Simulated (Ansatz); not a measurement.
A CCSD(T) single point on C$_{9}$H$_{5}$FeNO$_{4}$, SMILES `[O+]#[C][Fe-5]([C]#[O+])([C]#[O+])([C]#[O+])[n+]1ccccc1`.

```yaml
crystal:
  periodic: [false, false, false]
  atoms:
    - {symbol: O, position_ang: [2.652722, -0.040691, -2.179175]}
    - {symbol: C, position_ang: [1.606211, 0.327937, -1.919811]}
    - {symbol: Fe, position_ang: [-0.043577, 0.909236, -1.511020]}
    - {symbol: C, position_ang: [-0.670917, 0.136957, -2.965538]}
    - {symbol: O, position_ang: [-1.063926, -0.294492, -3.953169]}
    - {symbol: C, position_ang: [0.541078, 2.571509, -1.535561]}
    - {symbol: O, position_ang: [0.902749, 3.655828, -1.632857]}
    - {symbol: C, position_ang: [-1.693831, 1.500588, -1.118896]}
    - {symbol: O, position_ang: [-2.740642, 1.875675, -0.870225]}
    - {symbol: N, position_ang: [0.007191, -0.148244, 0.246280]}
    - {symbol: C, position_ang: [-0.433762, -1.408250, 0.302946]}
    - {symbol: C, position_ang: [-0.417128, -2.154814, 1.466549]}
    - {symbol: C, position_ang: [0.075645, -1.579621, 2.625154]}
    - {symbol: C, position_ang: [0.533515, -0.274470, 2.570601]}
    - {symbol: C, position_ang: [0.482017, 0.403490, 1.366723]}
    - {symbol: H, position_ang: [-0.810102, -1.819197, -0.624734]}
    - {symbol: H, position_ang: [-0.787698, -3.171751, 1.452906]}
    - {symbol: H, position_ang: [0.102337, -2.138088, 3.553312]}
    - {symbol: H, position_ang: [0.928904, 0.223629, 3.446520]}
    - {symbol: H, position_ang: [0.829214, 1.424781, 1.280003]}
basis:
  gaussian: {orbitals: def2-TZVPP}
correlation: {method: ccsd_t}
output: {orbitals: {seedname: orbitals}}
```

```sh
$ ansatz run in.yaml --threads 11 --pin off --events-out ev --progress --plain --max-ram 110592MiB --backend cuda --devices 0, --max-vram 75GiB
```

Log, shortened:

```
Functional definition: HF
3635 factors; integrals over basis functions are off by at most 1.1e-3 eV
mean field evaluation 1: about -53314.4927 eV, gradient 1.2e2 eV
mean field evaluation 2: about -53315.7552 eV, gradient 1.2e2 eV
mean field evaluation 4: about -53332.7151 eV, gradient 5.8e1 eV
mean field evaluation 8: about -53337.9312 eV, gradient 1.8e0 eV
mean field evaluation 16: about -53338.1062 eV, gradient 3.9e-1 eV
mean field evaluation 32: about -53336.5209 eV, gradient 1.7e0 eV
mean field evaluation 64: about -53330.6722 eV, gradient 1.6e0 eV
mean field evaluation 128: about -53328.5964 eV, gradient 3.2e0 eV
mean field evaluation 160: about -53333.5111 eV, gradient 6.7e-3 eV
mean field evaluation 192: about -53332.4197 eV, gradient 1.3e-2 eV
mean field -53338.11046475 eV, -1960.1394057096 hartree, gradient 1.9e-6 eV, S^2 0.000000; 0 other end points of the search recorded, 0 dependent functions left out; unrestricted orbitals would lower it
mean field evaluation 256: about -53339.0394 eV, gradient 9.0e-2 eV
19 core orbitals not correlated: weight in the atoms' cores, before any rotation towards them, 1.000 or more for the frozen orbitals, at most 0.000 for the correlated occupied ones
reference -53338.11046475 eV, -1960.1394057096 hartree; 43, 43 occupied and 506, 506 virtual orbitals, 3635 factors
second order -94.31356767 eV of doubles, -0.00000000 eV of singles
cycle   1  -80.81731887 eV  change     1.3e1 eV  update   6.3e-1
cycle   2  -88.20255979 eV  change    -7.4e0 eV  update   5.4e-1
cycle   3  -89.27692484 eV  change    -1.1e0 eV  update   1.9e-1
cycle   4  -89.40074388 eV  change   -1.2e-1 eV  update   9.5e-2
cycle   5  -89.41542640 eV  change   -1.5e-2 eV  update   3.5e-2
cycle   6  -89.48420810 eV  change   -6.9e-2 eV  update   2.0e-2
cycle   7  -89.43602118 eV  change    4.8e-2 eV  update   1.1e-2
cycle   8  -89.41621864 eV  change    2.0e-2 eV  update   6.6e-3
cycle   9  -89.41722590 eV  change   -1.0e-3 eV  update   3.3e-3
cycle  10  -89.42326591 eV  change   -6.0e-3 eV  update   2.0e-3
cycle  11  -89.42871653 eV  change   -5.5e-3 eV  update   1.1e-3
cycle  12  -89.42553103 eV  change    3.2e-3 eV  update   5.4e-4
cycle  13  -89.42414895 eV  change    1.4e-3 eV  update   3.2e-4
cycle  14  -89.42545522 eV  change   -1.3e-3 eV  update   1.8e-4
cycle  15  -89.42512840 eV  change    3.3e-4 eV  update   9.1e-5
cycle  16  -89.42519621 eV  change   -6.8e-5 eV  update   5.0e-5
cycle  17  -89.42536267 eV  change   -1.7e-4 eV  update   3.6e-5
cycle  18  -89.42531829 eV  change    4.4e-5 eV  update   1.7e-5
perturbative correction -5.44694978 eV, -0.2001717122 hartree
Total energy: -53432.98273281 eV, -1963.6258972542 hartree
```

Run time 2 min (11 threads of an AMD EPYC 7R13 on a shared host and a whole NVIDIA H100 80 GB); peak host memory 6.5 GiB.

Correlation energy per correlated electron: -1.103 eV. T1 diagnostic: 0.0454.
